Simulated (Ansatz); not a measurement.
`[SiH3]Cl` + `OBF` → `FBO[SiH3]` + HCl  (ligand exchange at the Si–Cl bond)

Computed with Ansatz on PBE0-D4/def2-TZVP structures; ΔE is electronic, products minus reactants. CCSD(T)/CBS is the MP2 limit (def2-TZVPP, def2-QZVPP) plus CCSD(T) − MP2 in def2-TZVPP, frozen cores. This one scheme is used for every species. DFT in def2-TZVPP. B3LYP here is the variant with VWN-RPA as its local correlation; programs differ in this. One conformer a species, not always the lowest.

`[SiH3]Cl`:

```xyz
5

Si   -0.097   -0.041    0.073
Cl    1.455    0.619   -1.098
H    -1.198   -0.486   -0.812
H    -0.546    1.077    0.934
H     0.386   -1.169    0.903
```

`OBF`:

```xyz
5

O     0.150   -0.023    0.993
B    -0.284   -0.113   -0.276
F     0.463    0.351   -1.277
H     1.014    0.395    1.073
H    -1.341   -0.610   -0.513
```

`FBO[SiH3]`:

```xyz
8

F     0.627    0.571    2.606
B     0.136   -0.042    1.541
O     0.349    0.508    0.336
Si   -0.072    0.090   -1.210
H    -0.476   -1.061    1.696
H     1.174   -0.088   -1.991
H    -0.857   -1.171   -1.201
H    -0.880    1.193   -1.778
```

HCl:

Z-matrix (Å, degrees):
```
Cl
H 1 1.279
```

```json
{"level": "LDA (SPW92)", "ΔE (kcal/mol)": "3.3", "difference from CCSD(T)/CBS": "1.4"}
{"level": "PBE-D4", "ΔE (kcal/mol)": "4.3", "difference from CCSD(T)/CBS": "2.4"}
{"level": "revPBE-D4", "ΔE (kcal/mol)": "4.3", "difference from CCSD(T)/CBS": "2.4"}
{"level": "BLYP-D4", "ΔE (kcal/mol)": "2.0", "difference from CCSD(T)/CBS": "0.1"}
{"level": "r2SCAN-D4", "ΔE (kcal/mol)": "2.8", "difference from CCSD(T)/CBS": "0.9"}
{"level": "B97M-V", "ΔE (kcal/mol)": "2.2", "difference from CCSD(T)/CBS": "0.3"}
{"level": "PBE0-D4", "ΔE (kcal/mol)": "3.8", "difference from CCSD(T)/CBS": "1.9"}
{"level": "B3LYP-D4", "ΔE (kcal/mol)": "1.7", "difference from CCSD(T)/CBS": "-0.2"}
{"level": "r2SCANh-D4", "ΔE (kcal/mol)": "2.8", "difference from CCSD(T)/CBS": "0.9"}
{"level": "r2SCAN0-D4", "ΔE (kcal/mol)": "2.7", "difference from CCSD(T)/CBS": "0.8"}
{"level": "BHLYP-D4", "ΔE (kcal/mol)": "1.1", "difference from CCSD(T)/CBS": "-0.8"}
{"level": "CAM-B3LYP-D4", "ΔE (kcal/mol)": "1.0", "difference from CCSD(T)/CBS": "-0.9"}
{"level": "ωB97X-V", "ΔE (kcal/mol)": "2.4", "difference from CCSD(T)/CBS": "0.5"}
{"level": "ωB97M-V", "ΔE (kcal/mol)": "2.5", "difference from CCSD(T)/CBS": "0.6"}
{"level": "B2PLYP", "ΔE (kcal/mol)": "1.8", "difference from CCSD(T)/CBS": "-0.1"}
{"level": "PBE-QIDH", "ΔE (kcal/mol)": "3.0", "difference from CCSD(T)/CBS": "1.1"}
{"level": "revPBE", "ΔE (kcal/mol)": "5.0", "difference from CCSD(T)/CBS": "3.1"}
{"level": "BLYP", "ΔE (kcal/mol)": "2.5", "difference from CCSD(T)/CBS": "0.6"}
{"level": "r2SCAN", "ΔE (kcal/mol)": "2.9", "difference from CCSD(T)/CBS": "1.0"}
{"level": "PBE0", "ΔE (kcal/mol)": "4.1", "difference from CCSD(T)/CBS": "2.2"}
{"level": "B3LYP", "ΔE (kcal/mol)": "2.1", "difference from CCSD(T)/CBS": "0.2"}
{"level": "r2SCANh", "ΔE (kcal/mol)": "2.9", "difference from CCSD(T)/CBS": "1.0"}
{"level": "r2SCAN0", "ΔE (kcal/mol)": "2.8", "difference from CCSD(T)/CBS": "0.9"}
{"level": "BHLYP", "ΔE (kcal/mol)": "1.3", "difference from CCSD(T)/CBS": "-0.6"}
{"level": "LC-ωPBE", "ΔE (kcal/mol)": "3.0", "difference from CCSD(T)/CBS": "1.1"}
{"level": "RPA@PBE/def2-TZVPP", "ΔE (kcal/mol)": "0.6", "difference from CCSD(T)/CBS": "-1.3"}
{"level": "HF/def2-SVP", "ΔE (kcal/mol)": "3.0", "difference from CCSD(T)/CBS": "1.1"}
{"level": "MP2/def2-SVP", "ΔE (kcal/mol)": "3.2", "difference from CCSD(T)/CBS": "1.3"}
{"level": "CCSD/def2-SVP", "ΔE (kcal/mol)": "2.9", "difference from CCSD(T)/CBS": "1.0"}
{"level": "CCSD(T)/def2-SVP", "ΔE (kcal/mol)": "3.0", "difference from CCSD(T)/CBS": "1.1"}
{"level": "HF/def2-TZVPP", "ΔE (kcal/mol)": "0.5", "difference from CCSD(T)/CBS": "-1.4"}
{"level": "MP2/def2-TZVPP", "ΔE (kcal/mol)": "1.9", "difference from CCSD(T)/CBS": "0.0"}
{"level": "SCS-MP2/def2-TZVPP", "ΔE (kcal/mol)": "1.1", "difference from CCSD(T)/CBS": "-0.8"}
{"level": "CCSD/def2-TZVPP", "ΔE (kcal/mol)": "1.0", "difference from CCSD(T)/CBS": "-0.9"}
{"level": "CCSD(T)/def2-TZVPP", "ΔE (kcal/mol)": "1.2", "difference from CCSD(T)/CBS": "-0.7"}
{"level": "HF/def2-QZVPP", "ΔE (kcal/mol)": "0.2", "difference from CCSD(T)/CBS": "-1.7"}
{"level": "SCS-MP2/def2-QZVPP", "ΔE (kcal/mol)": "1.4", "difference from CCSD(T)/CBS": "-0.5"}
{"level": "HF/CBS(def2)", "ΔE (kcal/mol)": "0.1", "difference from CCSD(T)/CBS": "-1.8"}
{"level": "MP2/CBS(def2)", "ΔE (kcal/mol)": "2.5", "difference from CCSD(T)/CBS": "0.6"}
{"level": "CCSD/CBS(def2)", "ΔE (kcal/mol)": "1.6", "difference from CCSD(T)/CBS": "-0.3"}
{"level": "CCSD(T)/CBS", "ΔE (kcal/mol)": "1.9", "difference from CCSD(T)/CBS": "0"}
```

Largest T1 diagnostic among the species: 0.013.

At CCSD(T), def2-SVP lies +1.1 kcal/mol from the extrapolated value and def2-TZVPP −0.7 kcal/mol. Leaving LDA and LC-ωPBE aside and taking each functional with its dispersion term where it has one, the values spread over 3.4 kcal/mol, from CAM-B3LYP-D4 to revPBE-D4. LDA lies −1.3 kcal/mol from PBE without D4. From BLYP to BHLYP (50 % exact exchange), in def2-TZVPP and without D4, ΔE moves by −1.2 kcal/mol.
